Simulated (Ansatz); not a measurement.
One change: `C=C[CH2][SnH]([CH3])[O]C` becomes `C[O][SnH]([CH3])[SeH]`.

Ansatz, PBE0-D4/def2-TZVP geometries, multiplicity 1. Each molecule was computed in one conformer, which needn't be the lowest.

Elements past krypton have def2 core potentials. Scalar relativity is left out up to krypton.

```
                               property  `C=C[CH2][SnH]([CH3])[O]C`
   HOMO–LUMO gap (PBE0/def2-TZVPP) / eV                        6.65
HOMO–LUMO gap (ωB97M-V/def2-TZVPP) / eV                       10.36
  LUMO energy (ωB97M-V/def2-TZVPP) / eV                        1.52
  HOMO–LUMO gap (B3LYP/def2-TZVPP) / eV                        6.18
  HOMO energy (ωB97M-V/def2-TZVPP) / eV                       -8.84
      HOMO energy (PBE/def2-TZVPP) / eV                       -5.54
```

Q: What does the change do to each property? (An estimate is asked.)

A: Computed: 
| property | `C[O][SnH]([CH3])[SeH]` | shift |
| --- | --- | --- |
| HOMO–LUMO gap (PBE0/def2-TZVPP) / eV | 6.49 | -0.16 |
| HOMO–LUMO gap (ωB97M-V/def2-TZVPP) / eV | 10.48 | 0.12 |
| LUMO energy (ωB97M-V/def2-TZVPP) / eV | 1.26 | -0.26 |
| HOMO–LUMO gap (B3LYP/def2-TZVPP) / eV | 5.95 | -0.23 |
| HOMO energy (ωB97M-V/def2-TZVPP) / eV | -9.22 | -0.38 |
| HOMO energy (PBE/def2-TZVPP) / eV | -5.87 | -0.33 |

With PBE0 the HOMO falls by 0.34 eV and the LUMO falls by 0.50 eV, so the gap narrows by about 0.16 eV. PBE moves the HOMO by -0.33 eV and ωB97M-V by -0.38 eV.

B3LYP here is the variant with VWN-RPA as its local correlation; programs differ in this.

Spin–orbit coupling is left out; it splits and shifts lone-pair levels of the heavy atoms by tenths of an eV.
